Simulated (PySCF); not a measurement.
# Correlation energy of Tm⁺ (thulium, charge +1)

[Xe] 4f13 6s1, high-spin 3F determinant. Calculation: PySCF 2.14, in ANO-RCC-VTZP (8s7p5d3f2g1h, 104 functions); scalar relativity by spin-free X2C-1e. Frozen: [Ar] 3d10; 40 electrons correlated.

MP2 pair energies summed by pair of shells (mhartree):

| pair | energy | share (%) |
| --- | --- | --- |
| 4f-4f | -686.57 | 35.5 |
| 4d-4f | -333.42 | 17.2 |
| 4f-5p | -320.27 | 16.6 |
| 5p-5p | -128.10 | 6.6 |
| 4p-4f | -79.86 | 4.1 |
| 4d-4d | -79.05 | 4.1 |
| 4f-5s | -72.13 | 3.7 |
| 4d-5p | -45.83 | 2.4 |
| 4p-4d | -43.77 | 2.3 |
| 5s-5p | -32.65 | 1.7 |
| 4d-5s | -19.15 | 1.0 |
| 5p-6s | -17.82 | 0.9 |
| 4s-4f | -16.33 | 0.8 |
| 4f-6s | -12.95 | 0.7 |
| 4p-4p | -10.90 | 0.6 |
| 4s-4d | -10.03 | 0.5 |
| 5s-5s | -6.39 | 0.3 |
| 4p-5p | -6.38 | 0.3 |
| 4s-4p | -5.04 | 0.3 |
| 4p-5s | -3.30 | 0.2 |
| 4d-6s | -1.00 | 0.1 |
| 4s-4s | -0.97 | 0.1 |
| 5s-6s | -0.89 | 0.0 |
| 4s-5p | -0.77 | 0.0 |
| 4s-5s | -0.29 | 0.0 |
| 4p-6s | -0.14 | 0.0 |
| 4s-6s | -0.01 | 0.0 |

Total MP2 correlation energy: -1934.0 mhartree.

Same-spin part -742.69 and opposite-spin part -1191.3 mhartree; SCS-MP2 scales them by 1/3 and 6/5 to -1677.2 mhartree.
